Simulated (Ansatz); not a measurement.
Gas-phase electronic energies from Ansatz, PBE0-D4/def2-TZVP geometries. CBS: MP2 limit from def2 TZ/QZ plus the TZ coupled-cluster correction, frozen cores. This one scheme is used for every species. DFT in def2-TZVPP. HSE06 is defined as in plane-wave codes. For Ge outer-core shells are correlated without core-valence functions, which leaves a few kJ/mol of doubt a bond. Scalar relativity is left out up to krypton. Each species was taken in one conformer, which may not be the lowest.

`[NH2][AlH][AlH][GeH3]` + `BS` → `B[S][AlH][NH2]` + `[AlH2][GeH3]`  (cleavage of the Al–Al bond)

`[NH2][AlH][AlH][GeH3]`:

Cartesian coordinates in Å:
```
N 1.588 -0.240 1.817
Al -0.111 -0.724 1.965
Al -1.499 -0.307 -0.183
Ge -0.369 0.673 -2.173
H 1.994 0.161 0.986
H 2.286 -0.321 2.540
H -0.537 -1.336 3.371
H -3.052 -0.626 -0.366
H 1.124 0.989 -1.929
H -0.409 -0.269 -3.396
H -1.016 1.998 -2.634
```

`BS`:

Z-matrix (Å, degrees):
```
B
S 1 1.765
H 1 1.192 2 115.8
H 1 1.190 2 121.4 3 -180.0
H 2 1.344 1 99.2 3 180.0
```

`B[S][AlH][NH2]`:

Z-matrix (Å, degrees):
```
B
S 1 1.780
H 1 1.193 2 117.1
H 1 1.194 2 122.6 3 180.0
Al 2 2.213 1 101.4 3 180.0
N 5 1.758 2 121.6 1 -0.0
H 5 1.576 2 118.2 1 180.0
H 6 1.007 5 123.2 2 -180.0
H 6 1.006 5 126.1 2 -0.0
```

`[AlH2][GeH3]`:

Cartesian coordinates in Å:
```
Al 0.517 -1.201 0.595
Ge -0.374 0.859 -0.454
H 2.083 -1.402 0.761
H -0.473 -2.321 1.131
H -1.737 0.648 -1.143
H -0.594 1.952 0.614
H 0.578 1.465 -1.503
```

Question: Is it downhill or uphill in electronic energy at CCSD(T)/CBS, and by how much? (Estimate.)

Answer: The calculation gave: Downhill: ΔE = -92.0 kJ/mol.

Question: What do these levels give: B97M-V, BLYP, HSE06, SCS-MP2/def2-TZVPP, CCSD/def2-TZVPP, SCS-MP2/def2-QZVPP? (Estimate.)

Answer: Ansatz gave: B97M-V -102.6, BLYP -82.1, HSE06 -80.9, SCS-MP2/def2-TZVPP -98.3, CCSD/def2-TZVPP -89.1, SCS-MP2/def2-QZVPP -100.8 kJ/mol.

Largest T1 diagnostic among the species: 0.015.

At CCSD(T), def2-SVP lies +3.2 kJ/mol from the extrapolated value and def2-TZVPP +3.4 kJ/mol. The D4 term adds −3.6 kJ/mol with B3LYP and −1.6 kJ/mol with PBE0; it sums over pairs of atoms, weighted by their polarisabilities, and B3LYP, whose exchange is more repulsive, gets the larger term. From BLYP to BHLYP (50 % exact exchange), in def2-TZVPP and without D4, ΔE moves by −13.0 kJ/mol.

B3LYP here is the variant with VWN-RPA as its local correlation; programs differ in this.
